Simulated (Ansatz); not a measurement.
Total energies of CdF2 from Ansatz at PBE0-D4/def2-TZVP, gas phase (1 Eh = 27.2114 eV = 2625.5 kJ/mol). The reference geometry is relaxed at PBE0-D4/def2-TZVP.

```xyz
3

Cd    0.000    0.000    0.000
F    -0.095   -1.699   -0.892
F     0.095    1.699    0.892
```

```csv
state,geometry,energy (Eh)
charge 0 singlet,reference,-367.37004
charge 1 doublet,reference,-366.90691
free Cd atom (singlet),–,-167.77479
free F atom (doublet),–,-99.67617
```

In the def2 sets Cd takes a core potential; there is no spin–orbit coupling.

**Question.** Work out the vertical ionisation energy to the doublet.

**Answer.** E(charge 1 doublet) − E(charge 0 singlet) = -366.90691 − (-367.37004) = 0.46313 Eh = 12.60 eV. For comparison, −ε of the highest occupied level is 10.07 eV at this level, 2.53 eV less.

**Question.** What is the binding energy per atom against free atoms?

**Answer.** Atoms: 1 × (-167.77479) + 2 × (-99.67617) = -367.12713 Eh. Binding: -367.12713 − (-367.37004) = 0.24291 Eh = 6.61 eV, or 2.20 eV for each of 3 atoms (no zero-point energy, no counterpoise term).
